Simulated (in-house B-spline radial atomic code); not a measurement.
A run on neutral technetium (an excited or competing configuration) that did not converge. Method: scalar-relativistic (X2C) r2SCAN0, spin-polarised, spherical fractional occupations, exact exchange averaged over the configuration, Fermi nucleus of rms radius 4.41117 fm; computed with an all-electron radial atomic-structure program (B-spline basis).

Command:
```bash
python run_scf.py task.json out
```
Settings (nuclear radius in fm, mass in u):
```
Z                43
configuration    [Kr] 4d4 5s2 6s1
hamiltonian      x2c
method           r2scan0
spin_polarised   True
nucleus          fermi
rms_radius       4.41117
atomic_mass      96.90636
speed_of_light   137.035999084
exact_exchange   averaged over the configuration
```

First and last ten iterations of the last attempt (damped for 15 steps, keeping 80 % of the old Fock matrix, then DIIS):
```
 iter        energy (Eh)    residual
    1       -4284.919030    9.52e-02
    2       -4284.928082    3.27e-03
    3       -4284.928112    2.79e-03
    4       -4284.928133    2.38e-03
    5       -4284.928148    2.03e-03
    6       -4284.928158    1.73e-03
    7       -4284.928166    1.47e-03
    8       -4284.928172    1.25e-03
    9       -4284.928176    1.07e-03
   10       -4284.928179    9.10e-04
  111       -4284.928187    2.03e-06
  112       -4284.928187    2.05e-06
  113       -4284.928187    2.06e-06
  114       -4284.928187    2.05e-06
  115       -4284.928187    1.96e-06
  116       -4284.928187    1.98e-06
  117       -4284.928187    1.98e-06
  118       -4284.928187    1.98e-06
  119       -4284.928187    4.50e-06
  120       -4284.928187    4.50e-06
 not converged after 120 iterations
```

The smallest residual met was 1.1e-06; the threshold is about 4e-07. Over the last five steps the energy moves by less than 1e-08 hartree, but the orbitals didn't meet the threshold. Time taken, with all properties: 9.5 s on 1 thread of Arm Neoverse N1, with other jobs on the host.
